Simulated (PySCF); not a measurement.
C₃H₆FNSi, SMILES F[C@@H]1CN=C[SiH2]1. Geometry optimised at TPSSh-D3(BJ)/def2-SVP. The structure was generated by enumeration; whether it is a known compound was not checked. One conformer was computed; it need not be the lowest.

**Question.** Give the equilibrium geometry at TPSSh-D3(BJ)/def2-SVP (PySCF confirms it by a frequency run) as Cartesian coordinates in Å. (The exact figures need the calculation; the answer reports its results.)

**Answer.** One answer among several that fit: 
```xyz
12

F     -1.4239     0.7010     1.1210
C     -0.9398     0.4972    -0.1839
C     -0.9219    -1.0154    -0.4696
N      0.3528    -1.6688    -0.1534
C      1.3492    -0.8820     0.0222
Si     0.9178     0.9591    -0.1855
H     -1.6072     1.0329    -0.8774
H     -1.1330    -1.2139    -1.5351
H     -1.7248    -1.5015     0.1084
H      2.3255    -1.3401     0.2403
H      1.3074     1.8688     0.9202
H      1.4030     1.4992    -1.4866
```
